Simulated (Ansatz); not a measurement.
```xyz
6

O     0.782    0.951    0.808
Hf   -0.162   -0.211   -0.346
F    -1.219    0.816   -1.541
F     1.077   -1.215   -1.373
I    -1.754   -1.892    1.096
H     1.276    1.552    1.356
```

Total charge 0; spin multiplicity 1. Hf, I: def2 effective core potential.

(1) List the PBE0/def2-TZVPP orbital energies in eV (the Gaussian-basis code of Ansatz). (Estimate.)

Results:

(1) Ansatz gave: Occupied: -673.74, -673.74, -523.45, -187.67, -133.49, -133.41, -133.41, -69.42, -52.61, -52.57, -52.57, -52.50, -52.50, -38.41, -38.23, -37.78, -31.93, -31.50, -27.85, -19.17, -15.23, -12.98, -12.91, -12.43, -12.40, -12.16, -11.84, -10.61, -10.45, -9.17, -8.01, -7.99. Lowest empty: -0.96, -0.90, -0.60, -0.33, 0.11, 0.57, 1.27, 2.29.
